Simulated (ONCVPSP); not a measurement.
**What one change does to a pseudopotential (V, ONCV)**

- Element: vanadium
- Generator: ONCVPSP 4.0.1
- Type: optimised norm-conserving Vanderbilt (ONCV)
- Functional: PW91
- Relativity: scalar-relativistic
- Frozen core: [Ar]
- Valence charge: 5
- Reference configuration: 3d3 4s2
- Partial waves: 4s: rc 2.20 bohr, ncon 5, nbas 9, qcut 2.8 1/bohr, 3 projectors, debl 3.9 Ha; p scattering state at 0.04 Ha: rc 2.30 bohr, ncon 5, nbas 10, qcut 3.3 1/bohr, 1 projector; 3d: rc 2.25 bohr, ncon 4, nbas 8, qcut 6.1 1/bohr, 2 projectors, debl 0.4 Ha
- Local potential: polynomial inside 1.65 bohr (lpopt 5, dvloc0 4 Ha)
- Core correction: Teter function, fcfact 3.5, rcfact 1.7

Change: all radii but the core radius scaled by about 1.08 (s 2.38, p 2.50, d 2.44 bohr); local potential polynomial inside 1.80 bohr (lpopt 5, dvloc0 4 Ha). In the p channel the program set the typed energies aside and used 0.050 Ha.

Cutoffs: the cutoffs (Ha) at which the residual kinetic energy of the hardest occupied pseudo-wave falls to 1 and 0.1 mHa per electron; they do not see the model core or the augmentation charge, which bear on the density cutoff. Errors are all-electron minus pseudo energies relative to the spin-unpolarised reference configuration.

Question: Predict the effect on cutoff, ghosts and configuration errors.

Answer: The potential gets softer (16 Ha and 42 Ha → 15 Ha and 17 Ha); the bound ghost in s disappears; the errors of the 4 common tests hardly move. A larger radius leaves more room for a smooth pseudo-wave, so fewer plane waves are needed.

| quantity | base | changed |
| --- | --- | --- |
| cutoff, loose | 16 Ha | 15 Ha |
| cutoff, tight | 42 Ha | 17 Ha |
| loose cutoff by channel | s 11 Ha, d 16 Ha | s 3.0 Ha, d 15 Ha |
| bound ghosts | s | none |
| GHOST(+) flags under 300 eV | none | s at 242.9 eV |
| error for 3d3 4s1, meV [ΔE 7.79 eV] | -50 | -46 |
| error for 3d3 4s0, meV [ΔE 22.11 eV] | -422 | -419 |
| error for 3d2 4s0, meV [ΔE 51.11 eV] | -582 | -517 |
| error for 3d3 4s1.5, meV [ΔE 3.12 eV] | -8.0 | -7.0 |
| rms error of d²Exc/dni dnj with the model core, mHa | 8.31 | 6.76 |

Base: The cutoffs count occupied waves only; projector 2 of the s channel, the hardest unoccupied one, needs 57 Ha at the loose tolerance. Changed file: The cutoffs count occupied waves only; projector 3 of the s channel, the hardest unoccupied one, needs 66 Ha at the loose tolerance. A true bound ghost makes a file unfit for plane-wave use even where its test errors are small: the radial tests pick states by their node count and pass the ghost by.
